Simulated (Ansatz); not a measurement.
CH5BOSi (`[SiH3]C1BO1`). The species carries charge 0 and has multiplicity 1. The geometry is a stationary point of PBE0-D4/def2-TZVP.

```xyz
9

Si   -0.337    1.050    0.693
C     0.103   -0.119   -0.695
B     0.267   -1.617   -0.531
O     1.390   -0.914   -0.486
H    -1.708    1.567    0.437
H    -0.313    0.314    1.984
H     0.606    2.197    0.768
H     0.051    0.275   -1.710
H    -0.059   -2.752   -0.459
```

**Question.** What is the dipole moment at r2SCAN/def2-TZVPP? (Best estimate.)

**Answer.** Ansatz gave: 1.21 D, with components (-1.07, -0.24, -0.50) D in this frame, pointing from negative to positive charge.

**Question.** And with PBE, B3LYP, ωB97M-V? (An estimate is asked.)

**Answer.** The calculation gave: PBE 1.11 D, B3LYP 1.28 D, ωB97M-V 1.28 D.

**Question.** Give the Mulliken charges with r2SCAN, PBE, B3LYP in def2-TZVPP. (An estimate is asked.)

**Answer.** The calculation gave: 
```tsv
atom	r2SCAN	PBE	B3LYP
Si1	0.30	0.22	0.29
C2	-0.03	-0.02	-0.05
B3	0.10	0.02	0.05
O4	-0.25	-0.18	-0.25
H5	-0.07	-0.05	-0.07
H6	-0.07	-0.05	-0.07
H7	-0.07	-0.05	-0.06
H8	0.07	0.09	0.10
H9	0.02	0.03	0.06
```

B3LYP here is the variant with VWN-RPA as its local correlation; programs differ in this.
